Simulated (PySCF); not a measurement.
# MRb for M along the second period

PBE0 with triple-zeta basis sets in PySCF, for the lowest determinant that a PBE0 search found; no spin–orbit coupling. De refers to high-spin ground-configuration atoms. A positive dipole means M(−)Rb(+).

| M | basis | state (unpaired electrons) | Re (Å) | ωe (cm⁻¹) | De (eV) | μ (D) |
| --- | --- | --- | --- | --- | --- | --- |
| Li | def2-TZVP | singlet (closed shell) | 3.550 | 188 | 0.61 | 3.89 |
| Be | def2-TZVP | doublet (σ ↑) | 3.589 | 145 | 0.26 | 3.66 |
| B | x2c-TZVPPall | triplet (σ ↑, π ↑) | 2.963 | 245 | 0.99 | 8.09 |
| C | def2-TZVPP | quartet (σ ↑, π ↑↑) | 2.702 | 314 | 2.09 | 9.64 |
| N | def2-TZVPP | triplet (π ↑↑) | 2.745 | 256 | 0.91 | 7.49 |
| F | def2-TZVPP | singlet (closed shell) | 2.331 | 370 | 4.62 | 8.92 |

The shortest bond is that of RbF (2.331 Å), the longest that of RbBe (3.589 Å). RbF is bound most strongly (4.62 eV) and RbBe least (0.26 eV).

The rows differ in basis set, which adds steps of its own.

The state changes along the series, so neighbouring rows are not always alike in their bonding.

Closed-shell solutions of metal pairs were not tested for spin polarisation, which can lower them a little. Weak bonds: RbBe. Basis-set superposition, not corrected here, can be much of De in a small basis, most of all at correlated wavefunction levels. Functionals without a dispersion term scatter widely for such bonds, and LDA overbinds them. States were picked by a PBE0 search and need not be the measured ground states.
